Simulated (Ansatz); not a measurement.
Geometry optimisation, RHF/def2-SVP (Ansatz).

The input (input.yaml):

```yaml
crystal:
  periodic: [false, false, false]
  atoms:
    - { symbol: Ge, position_ang: [0.0, 0.0, 0.0] }
    - { symbol: F, position_ang: [0.0, 0.0, 1.68] }
    - { symbol: Ge, position_ang: [2.2632, 0.0, -0.7992] }
    - { symbol: H, position_ang: [2.7487, -1.4611, -0.9782] }
    - { symbol: H, position_ang: [2.3309, 0.7367, -2.1612] }
    - { symbol: H, position_ang: [3.1736, 0.7244, 0.225] }
    - { symbol: H, position_ang: [-0.73, 1.2648, -0.5162] }
    - { symbol: H, position_ang: [-0.73, -1.2648, -0.5162] }
basis:
  gaussian: { orbitals: def2-SVP }
hamiltonian:
  xc: hf
relax:
  f_tol: 0.02
  max_steps: 40
```

Command:

```bash
$ ansatz run input.yaml --threads 1 --pin off --max-ram 2048MiB --backend cpu --events-out ev --progress --plain --runs-dir out
```

Question: Where does it end, and by what steps?

Answer: The forces met the threshold. The force dipped under the threshold on the way, but the program's further checks kept it going. After 10 steps the energy has fallen by 0.134 eV; H4 moved furthest, 0.40 Å.

```json
{"step": "0", "energy less start (eV)": "0.0000", "largest force component (eV/Å)": "2.379", "accepted": "yes"}
{"step": "1", "energy less start (eV)": "-0.0760", "largest force component (eV/Å)": "1.011", "accepted": "yes"}
{"step": "2", "energy less start (eV)": "-0.1139", "largest force component (eV/Å)": "0.361", "accepted": "yes"}
{"step": "3", "energy less start (eV)": "-0.1239", "largest force component (eV/Å)": "0.088", "accepted": "yes"}
{"step": "4", "energy less start (eV)": "-0.1252", "largest force component (eV/Å)": "0.436", "accepted": "yes"}
{"step": "5", "energy less start (eV)": "-0.1311", "largest force component (eV/Å)": "0.078", "accepted": "yes"}
{"step": "6", "energy less start (eV)": "-0.1331", "largest force component (eV/Å)": "0.019", "accepted": "yes"}
{"step": "7", "energy less start (eV)": "-0.1336", "largest force component (eV/Å)": "0.021", "accepted": "yes"}
{"step": "8", "energy less start (eV)": "-0.1339", "largest force component (eV/Å)": "0.038", "accepted": "yes"}
{"step": "9", "energy less start (eV)": "-0.1340", "largest force component (eV/Å)": "0.023", "accepted": "yes"}
{"step": "10", "energy less start (eV)": "-0.1340", "largest force component (eV/Å)": "0.003", "accepted": "yes"}
```

```xyz
8
Properties=species:S:1:pos:R:3
Ge -0.028 0.021 -0.062
F -0.011 -0.394 1.626
Ge 2.307 0.004 -0.813
H 2.905 -1.393 -0.616
H 2.360 0.371 -2.302
H 3.117 1.029 -0.012
H -0.692 1.399 -0.145
H -0.902 -1.036 -0.742
```

Whether the end is a true minimum wasn't checked by a vibrational analysis.

The run took 38 s on 1 thread of Arm Neoverse V1 (shared host), peak memory 0.23 GiB.
